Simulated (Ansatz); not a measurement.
`CB(N)[SiH2]Cl` and `CB(N)[SiH2]C#N` differ in one atom or group.

Ansatz, PBE0-D4/def2-TZVP geometries, multiplicity 1. Each molecule was computed in one conformer, which needn't be the lowest.

```json
{"property": "HOMO energy (B3LYP/def2-TZVPP) / eV", "`CB(N)[SiH2]Cl`": "-7.45"}
{"property": "HOMO energy (ωB97M-V/def2-TZVPP) / eV", "`CB(N)[SiH2]Cl`": "-9.77"}
{"property": "HOMO–LUMO gap (ωB97M-V/def2-TZVPP) / eV", "`CB(N)[SiH2]Cl`": "11.01"}
{"property": "LUMO energy (ωB97M-V/def2-TZVPP) / eV", "`CB(N)[SiH2]Cl`": "1.24"}
{"property": "LUMO energy (PBE0/def2-TZVPP) / eV", "`CB(N)[SiH2]Cl`": "-0.67"}
{"property": "size of the dipole moment (PBE/def2-TZVPP) / D", "`CB(N)[SiH2]Cl`": "3.43"}
```

Problem. Give the same properties after the change, and the shifts. (An estimate is asked.)

Solution. Computed: 
```json
{"property": "HOMO energy (B3LYP/def2-TZVPP) / eV", "`CB(N)[SiH2]C#N`": "-8.03", "shift": "-0.58"}
{"property": "HOMO energy (ωB97M-V/def2-TZVPP) / eV", "`CB(N)[SiH2]C#N`": "-10.34", "shift": "-0.57"}
{"property": "HOMO–LUMO gap (ωB97M-V/def2-TZVPP) / eV", "`CB(N)[SiH2]C#N`": "11.41", "shift": "0.40"}
{"property": "LUMO energy (ωB97M-V/def2-TZVPP) / eV", "`CB(N)[SiH2]C#N`": "1.07", "shift": "-0.17"}
{"property": "LUMO energy (PBE0/def2-TZVPP) / eV", "`CB(N)[SiH2]C#N`": "-0.90", "shift": "-0.23"}
{"property": "size of the dipole moment (PBE/def2-TZVPP) / D", "`CB(N)[SiH2]C#N`": "5.53", "shift": "2.10"}
```

With PBE0 the HOMO falls by 0.57 eV and the LUMO falls by 0.23 eV, so the gap widens by about 0.34 eV. PBE moves the HOMO by -0.59 eV and ωB97M-V by -0.57 eV. Dipoles are sizes alone; their direction can turn.

B3LYP here is the variant with VWN-RPA as its local correlation; programs differ in this.
